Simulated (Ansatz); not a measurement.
Ideal-gas functions of CH₃AlClFSSi, SMILES `F[SiH]1C[S][Al]1[Cl]` at 500 K and 1 bar, from an Ansatz frequency run at PBE0-D4/def2-TZVP.

Molar mass 156.62 g/mol, point group C1 (symmetry number 1), electronic degeneracy 1, moments of inertia 233.577, 533.094, 738.984 u Å². Harmonic wavenumbers (cm⁻¹, unscaled): 66, 92, 119, 202, 247, 261, 340, 476, 618, 629, 688, 708, 792, 810, 891, 1059, 1112, 1427, 2202, 3080, 3144.

Use S(trans) = R[1.5 ln M + 2.5 ln T − 1.1517]; rotational temperatures θ = 24.2544 K / I; S(rot) = R[ln(√π/σ · √(T³/θAθBθC)) + 1.5]; for each mode x = 1.438777 ν̃/T, S = R[x/(eˣ − 1) − ln(1 − e⁻ˣ)] and H = RT x/(eˣ − 1); 1 cm⁻¹ = 0.0119627 kJ/mol; R = 8.31446 J/(mol·K).

Question: By hand: the entropy, in J/(mol·K).

Answer: Translation 182.6. Rotation: θ = 0.1038, 0.0455, 0.0328 K, giving 131.2. Vibration, mode by mode: 22.14, 19.39, 17.27, 12.94, 11.33, 10.89, 8.82, 6.32, 4.54, 4.43, 3.87, 3.70, 3.06, 2.94, 2.44, 1.67, 1.48, 0.71, 0.11, 0.01, 0.01, in all 138.1. Electronic 0.0. Sum 451.9 J/(mol·K).

Question: By hand: H − E and G − E in kJ/mol, counted from the electronic energy.

Answer: Zero-point energy ½ × 18963 × 0.0119627 = 113.4; thermal vibration 34.1; translation, rotation and pV give 4 RT = 16.6. H − E = 164.1 kJ/mol, and G − E = 164.1 − 500 × 451.9/1000 = -61.8 kJ/mol.

Vibration gives 31 % of the entropy, 58.8 J/(mol·K) of it from the modes under 150 cm⁻¹: soft modes count most, and the harmonic formula is weakest for them. The sum counts one conformer and one mirror image; others add a mixing term.
